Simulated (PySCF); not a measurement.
# What a mistake does to a calculation on AlBGeH3N

These are calculations, not measurements. They come from PySCF 2.14.0, an open-source quantum chemistry program, on an isolated molecule that a program drew, which may never have been made. The molecule is AlBGeH3N (charge 0, singlet), drawn as the SMILES string `[AlH2][N]=[B][GeH]`.

Each row is a Hartree-Fock (HF) and frozen-core CCSD(T) single point in the cc-pV(D+d)Z basis, meant for a local HF minimum. Run 1 is clean. Each other run has one planted mistake out of seven kinds, and not every kind appears here: one electron removed, one electron added, multiplicity raised by two, geometry at a saddle point, minimal basis STO-3G, one bond length entered in bohr, all coordinates scaled. The reference is restricted for singlets and unrestricted otherwise, and also for a bond in bohr. Adding or removing an electron swaps singlet and doublet. Electrons count all cores. HOMO and LUMO are orbital energies over both spins, the gradient is its largest component, and the lowest frequency (negative if imaginary) is given only where the gradient is small. Bond lengths are over the 6 bonds as drawn. T1 is the CCSD diagnostic: over 0.02 (restricted) or 0.045 (unrestricted) a single reference is doubtful. Germanium has the cc-pVDZ-PP basis, with a core potential (ECP10MDF) in place of its 10 inner electrons, and its 3s, 3p and 3d shells are frozen in CCSD(T).

Geometry of the clean run:
```xyz
7
AlBGeH3N, angstrom
Al    2.9186   -2.3469    0.5869
N     1.5536   -1.3490    0.0591
B     0.5739   -0.6514   -0.2947
Ge   -1.0045    0.5679   -1.0055
H     4.0003   -1.7337    1.5576
H     3.0365   -3.8350    0.0770
H    -1.9513    0.1574    0.1902
```

```
run  electrons  basis functions  <S^2>  HOMO (eV)  LUMO (eV)  gradient (hartree/bohr)  lowest frequency (cm^-1)  mean bond (Å)  longest bond (Å)      T1  HF (hartree)  CCSD(T) (hartree)                     mistake
  1         60               89  0.000      -9.50      -0.39                  3.2e-05                        80         1.6461             2.117  0.0183    -616.19454         -616.62420                    no fault
  2         60               89  0.000      -9.47      -0.45                  2.9e-05                      -103         1.6473             2.123  0.0178    -616.19346         -616.62260  geometry at a saddle point
  3         61               89  0.762      -1.80       4.88                  5.0e-02                         -         1.6461             2.117  0.0182    -616.23399         -616.67017          one electron added
  4         60               89  0.000      -9.27      -0.27                  1.2e-01                         -         1.5226             1.959  0.0157    -616.14638         -616.56521                           ?
  5         60               89  2.008      -8.49      -0.89                  3.8e-02                         -         1.6461             2.117  0.0200    -616.16369         -616.57580                           ?
```

**Which mistake was planted in run 4, and what did it cost?**

The mean and the longest bond both change by the same factor, 0.925, and the gradient is no longer small. So the mistake is: all coordinates scaled. Subtracting run 1 and multiplying by 627.51 kcal/mol a hartree, the energy moved by 30.2 kcal/mol in HF and 37.0 kcal/mol in CCSD(T).

**Which mistake was planted in run 5, and what did it cost?**

Electrons, basis and geometry are unchanged, and <S^2> is 2.008, beside S(S+1) = 2.00 for a multiplicity of 3. So the mistake is: multiplicity raised by two. Subtracting run 1 and multiplying by 627.51 kcal/mol a hartree, the energy moved by 19.4 kcal/mol in HF and 30.4 kcal/mol in CCSD(T).

